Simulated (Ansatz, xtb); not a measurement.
GeH4InP: which of two structures lies lower

Structure X: a singlet given by its coordinates. Structure Y: a singlet given by its coordinates. Both are isolated molecules in the gas phase, relaxed with PBE0-D3(BJ)/def2-SVP.

X (Å):

```xyz
7

Ge    1.4512   -1.8364    0.3952
In   -0.4590    0.5046   -1.0862
P    -0.2819   -0.6342    1.3366
H     1.0709   -3.3261    0.3178
H     2.7856   -1.6638    1.1423
H     1.7289   -1.4020   -1.0899
H     0.5787    0.4646    1.6808
```

Close contacts (Å): Ge1–In2 3.37, Ge1–P3 2.31, In2–P3 2.68, Ge1–H4 1.54, Ge1–H5 1.54, Ge1–H6 1.57, P3–H7 1.44.

Y (Å):

```yaml
atoms:
  - { symbol: Ge, position_ang: [-0.9563, -0.6601, 0.7355] }
  - { symbol: In, position_ang: [-0.9803, -0.9542, -2.3591] }
  - { symbol: P, position_ang: [-0.3246, 1.2334, -0.6640] }
  - { symbol: H, position_ang: [-2.1781, -0.9060, -0.3550] }
  - { symbol: H, position_ang: [-0.0559, -1.5788, -0.3075] }
  - { symbol: H, position_ang: [-1.1413, 2.2720, -0.1461] }
  - { symbol: H, position_ang: [0.9194, 1.6184, -0.1000] }
```

Close contacts (Å): Ge1–In2 3.11, Ge1–P3 2.44, In2–P3 2.84, Ge1–H4 1.66, Ge1–H5 1.66, In2–H4 2.34, In2–H5 2.34, P3–H6 1.42, P3–H7 1.42.

Task: Which of the two would you expect CCSD(T)/def2-TZVP electronic energies to favour?

Result: Structure X; the calculation gives E(Y) − E(X) = +8.5 kcal/mol.

The same difference at several levels:

```json
{"level": "PBE0-D3(BJ)/def2-SVP", "geometry": "PBE0-D3(BJ)/def2-SVP", "E(Y) − E(X) (kcal/mol)": "+4.5", "departure from the last row (kcal/mol)": "−4.0", "job, with rough time for the two": "optimisation, 43 s"}
{"level": "HF/def2-TZVP", "geometry": "PBE0-D3(BJ)/def2-SVP", "E(Y) − E(X) (kcal/mol)": "+12.7", "departure from the last row (kcal/mol)": "+4.2", "job, with rough time for the two": "part of the CCSD(T) run"}
{"level": "MP2/def2-TZVP", "geometry": "PBE0-D3(BJ)/def2-SVP", "E(Y) − E(X) (kcal/mol)": "+9.3", "departure from the last row (kcal/mol)": "+0.8", "job, with rough time for the two": "part of the CCSD(T) run"}
{"level": "CCSD(T)/def2-TZVP", "geometry": "PBE0-D3(BJ)/def2-SVP", "E(Y) − E(X) (kcal/mol)": "+8.5", "departure from the last row (kcal/mol)": "", "job, with rough time for the two": "single point, 2 min"}
```

None of the levels shown reverses the order. The largest departure from CCSD(T)/def2-TZVP is that of HF/def2-TZVP, 4.2 kcal/mol. Levels run at GFN2-xTB geometries aren't shown.

With harmonic frequencies from PBE0-D3(BJ)/def2-SVP (ideal gas, rigid rotor, one conformer each, 200 K, 1 atm): on the last row, ΔE + ΔZPE = +8.2, ΔH = +8.1, ΔG = +8.4 kcal/mol.

The correlated steps freeze 18 core orbitals; the filled d shell of Ge and In is correlated, in a basis made for valence electrons. Atoms past krypton carry core potentials in the def2 sets and no spin–orbit term is included. Mirror images aren't counted in ΔG. Programs: Ansatz 0.2.0; the last row on 2 threads of Arm Neoverse V1 on a shared host.
